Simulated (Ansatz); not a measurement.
`[GeH3][I]` + H• → `[GeH2][I]`• + H₂ at 700 K and 1 bar (hydrogen abstraction from a Ge–H bond).

Computed with Ansatz on PBE0-D4/def2-TZVP structures; ΔE is electronic, products minus reactants. CCSD(T)/CBS adds triple-zeta CCSD(T) − MP2 to the extrapolated MP2 energy (def2 sets, frozen cores). This one scheme is used for every species, atoms too. Open shells (•) are unrestricted, without spin–orbit coupling. def2 core potentials past Kr. Bonds to Ge, I are less sure, by a few kJ/mol each and by 10 to 20 or more in all where they break to atoms, as the def2 sets lack core-valence functions. Scalar relativity is left out up to krypton.

```tsv
species	CCSD(T)/CBS energy (Eh)	H − E (kJ/mol)	S (J/(mol·K))
`[GeH3][I]`	-2375.37957	103.8	343.3
H•	-0.50000	14.6	132.5
`[GeH2][I]`•	-2374.73820	75.0	346.2
H₂	-1.17544	46.8	155.3
```

H − E and S are ideal-gas, rigid-rotor, harmonic terms from PBE0-D4/def2-TZVP, with the whole ground term of open shells counted as degenerate. The MP2-based limit puts H₂ 0.8 mEh under its directly extrapolated value; such offsets cancel only in part. 1 Eh = 2625.50 kJ/mol, R = 8.31446 J/(mol·K).

Task: By hand: ΔE, ΔH, ΔS and ΔG.

Result: ΔE = (-2374.73820) + (-1.17544) − (-2375.37957) − (-0.50000) = -0.03407 Eh = -89.5 kJ/mol. Δ(H − E) = 75.0 + 46.8 − 103.8 − 14.6 = 3.4, so ΔH = -86.1 kJ/mol. ΔS = 346.2 + 155.3 − 343.3 − 132.5 = 25.7 J/(mol·K). ΔG = -86.1 − 700 × (25.7)/1000 = -104.1 kJ/mol.

Task: By hand: the equilibrium constant, and the temperature at which ΔG would vanish if ΔH and ΔS stayed fixed.

Result: log₁₀ K = −ΔG/(RT ln 10) = 7.8. ΔH and −TΔS have one sign here, so there is no such temperature.

ΔH outweighs TΔS. A doubt of 5 kJ/mol in ΔE shifts log₁₀ K by 0.4 here. These are equilibria of isolated gas molecules and say nothing of rates. Largest T1 diagnostic: 0.012 (customary marks: 0.02 for closed shells, 0.045 for open ones).
